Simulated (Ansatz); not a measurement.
F2Ge, SMILES `[F][Ge][F]` (lower singlet) (charge 0, multiplicity 1). This singlet lies 3.49 eV below the relaxed triplet at the level frozen-core CCSD(T)/cc-pVTZ // B3LYP-D3(BJ)/def2-TZVP (Ansatz, a first-principles code).

Calculation: HSE06/cc-pVTZ // B3LYP-D3(BJ)/def2-TZVP in Ansatz.

Ansatz 0.2 input:
```yaml
crystal:
  periodic: [false, false, false]
  atoms:
    - { symbol: F, position_ang: [1.321821, -0.383988, -0.000004] }
    - { symbol: Ge, position_ang: [-0.001652, 0.773616, -0.000001] }
    - { symbol: F, position_ang: [-1.320169, -0.389628, 0.000005] }
basis:
  gaussian: { orbitals: cc-pVTZ }
hamiltonian:
  xc: hse06
```

Output:

```
Functional definition: HSE06
706 factors; their error is unknown
46 factors; integrals over basis functions are off by at most 8.7e-7 eV
mean field evaluation 1: about -61940.5656 eV, gradient 5.2e1 eV
mean field evaluation 2: about -61923.2010 eV, gradient 1.2e2 eV
mean field evaluation 4: about -61944.4519 eV, gradient 1.2e0 eV
mean field evaluation 8: about -61944.6647 eV, gradient 3.2e-1 eV
mean field -61944.66477544 eV, -2276.4244428957 hartree, gradient 5.7e-5 eV, S^2 0.000000; 0 other end points of the search recorded, 0 dependent functions left out
reference -61944.66480382 eV, -2276.4244439384 hartree; 25, 25 occupied and 78, 78 virtual orbitals, 706 factors
Total energy: -61944.66480382 eV, -2276.4244439384 hartree
```
